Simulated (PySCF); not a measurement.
Run record: geometry optimisation, `[O][Co]` [quartet].

Method: PBE0-D3(BJ)/def2-SVP geometry optimisation, gas phase (PySCF 2.14.0). Start geometry: GFN2-xTB. A driver script takes a list of jobs; this job's settings line and coordinates (Å) are shown.

Input:
```
{"job": {"xc": "PBE0", "basis": "def2-SVP", "d3": "d3bj", "grid": 1, "kind": "geom"}, "charge": 0, "multiplicity": 4}
O      0.773220    -0.005220    -0.006360
Co    -0.767700     0.007750    -0.021930
```

Output:
```
step   0  E = -1457.32464436  max force = 0.017448
step   1  E = -1457.32493607  max force = 0.004193
step   2  E = -1457.32495552  max force = 0.000229
step   3  E = -1457.32495568  max force = 0.000004
optimisation converged
```

Energies in Eh; «max force» is the largest Cartesian gradient component in Eh/bohr.

Problem. How much energy does the optimisation release, in eV?

Solution. E(step 0) − E(last step) = 0.000311 Eh, which is 0.008 eV.

Summary of the converged run: final energy -1457.32496 Eh after 3 steps; dipole 5.05 D.

Hardware: x86-64 server, one thread, shared host. Cost: 3.3 s.
Labels such as C1 count atoms from 1, the log's own numbers from 0.
